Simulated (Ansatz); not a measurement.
[Au(NH3)2]+ (AuN₂H₆⁺), relaxed as a singlet with RKS PBE-D4/def2-TZVP in Ansatz, starting from the GFN2-xTB geometry. Force threshold 0.02 eV/Å.

In the def2 sets Au takes a core potential; there is no spin–orbit coupling. The relaxation made no stability test and no search for a lower SCF solution.

Start:

Cartesian coordinates in Å:
```
Au 0.001 0.002 0.001
N -0.224 -1.016 1.812
H 0.054 -0.437 2.601
H 0.342 -1.860 1.840
H -1.191 -1.293 1.965
N 0.225 1.015 -1.812
H -0.388 1.825 -1.864
H 0.005 0.417 -2.605
H 1.177 1.348 -1.938
```

Problem. Estimate the energy that the relaxation releases and the steps that it takes.

Solution. 0.5 kcal/mol, in 3 steps; 2.6 s on 4 threads of Arm Neoverse V1 on a shared host. No frequencies were taken in this run, so the end may be a saddle point.

Problem. Does the start keep its bonding and symmetry?

Solution. By distances, no bond broke or formed. The bond that changes most is Au1–N6, from 2.09 to 2.06 Å (atoms count from 1). Point group D3 at the start, D3 at the end, both within 0.05 Å.

Problem. Predict the relaxed structure.

Solution. 
```xyz
9

Au    0.000    0.000    0.000
N    -0.222   -1.002    1.788
H     0.060   -0.417    2.582
H     0.351   -1.853    1.813
H    -1.197   -1.281    1.942
N     0.222    1.002   -1.788
H    -0.398    1.819   -1.839
H     0.000    0.397   -2.586
H     1.184    1.336   -1.913
```
Bond lengths: 2 × Au–N 2.06 Å; 6 × H–N 1.03 Å.
